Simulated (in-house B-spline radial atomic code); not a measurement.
A run on H⁻ that did not converge. Method: non-relativistic HSE06, spin-polarised, spherical fractional occupations, exact exchange averaged over the configuration, point nucleus; computed with a B-spline radial code for spherical atoms.

Command:
```bash
python run_scf.py task.json out
```
Settings:
```
Z                1
configuration    1s2
hamiltonian      nr
method           hse06
spin_polarised   True
exact_exchange   averaged over the configuration
```

First and last ten iterations of the last attempt (damped for 15 steps, keeping 80 % of the old Fock matrix, then DIIS):
```
 iter        energy (Eh)    residual
    1          -0.407024    2.74e-02
    2          -0.034596    1.66e-03
    3          -0.036626    1.31e-03
    4          -0.522675    2.71e-03
    5          -0.523458    1.93e-03
    6          -0.523926    1.42e-03
    7          -0.524220    1.04e-03
    8          -0.524632    9.01e-04
    9          -0.037761    2.37e-03
   10          -0.507320    8.80e-03
  111          -0.408587    2.72e-02
  112          -0.408555    2.72e-02
  113          -0.408551    2.72e-02
  114          -0.408509    2.72e-02
  115          -0.408511    2.72e-02
  116          -0.034600    1.66e-03
  117          -0.408522    2.72e-02
  118          -0.408536    2.72e-02
  119          -0.408462    2.72e-02
  120          -0.408534    2.72e-02
 not converged after 120 iterations
```

The smallest residual met was 9.0e-04; the threshold is about 1e-07. No energy from this run should be used. Cost of the run: 1 s on 1 thread of Arm Neoverse V1, on a shared host.
